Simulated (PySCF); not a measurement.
PySCF 2.14 output of an unrestricted revPBE calculation on a single atom or ion in x2c-QZVPPall (16s10p9d5f2g, 144 functions), with the spin-free X2C one-electron Hamiltonian (Gaussian nucleus):

```
SCF conv_tol = 1e-09
number electrons alpha = 39  beta = 34
    Y. Zhang and W. Yang.,  Phys. Rev. Lett. 80, 890 (1998)
    J. P. Perdew, K. Burke, and M. Ernzerhof.,  Phys. Rev. Lett. 77, 3865 (1996)
    J. P. Perdew, K. Burke, and M. Ernzerhof.,  Phys. Rev. Lett. 78, 1396 (1997)
cycle= 1 E= -15605.7013374321  delta_E= -0.0404  |g|= 0.532  |ddm|= 0.921
cycle= 2 E= -15605.6227974363  delta_E= 0.0785  |g|= 1.03  |ddm|= 1.81
cycle= 3 E= -15605.7288183973  delta_E= -0.106  |g|= 0.0215  |ddm|= 1.17
cycle= 4 E= -15605.7287353245  delta_E= 8.31e-05  |g|= 0.0212  |ddm|= 0.0466
cycle= 5 E= -15605.7289271983  delta_E= -0.000192  |g|= 0.00096  |ddm|= 0.0175
cycle= 6 E= -15605.7289274752  delta_E= -2.77e-07  |g|= 9.42e-05  |ddm|= 0.00083
cycle= 7 E= -15605.7289274803  delta_E= -5.11e-09  |g|= 1.32e-05  |ddm|= 0.000187
cycle= 8 E= -15605.7289274804  delta_E= -1.33e-10  |g|= 5.68e-07  |ddm|= 2.08e-05
converged SCF energy = -15605.7289274804  <S^2> = 8.752242  2S+1 = 6.0007473
```

The run itself started from symmetry-adapted Hartree-Fock orbitals and held the occupation by maximum overlap, on a logarithmic radial grid, so the iterations belong to that start.

Which element, charge and spin multiplicity is this?

Ta (tantalum, neutral), multiplicity 6; the state was [Xe] 4f14 5d5, high-spin 6S determinant (an excited configuration).

Spin-orbit coupling, which splits the p, d and f shells strongly at this Z, is absent.
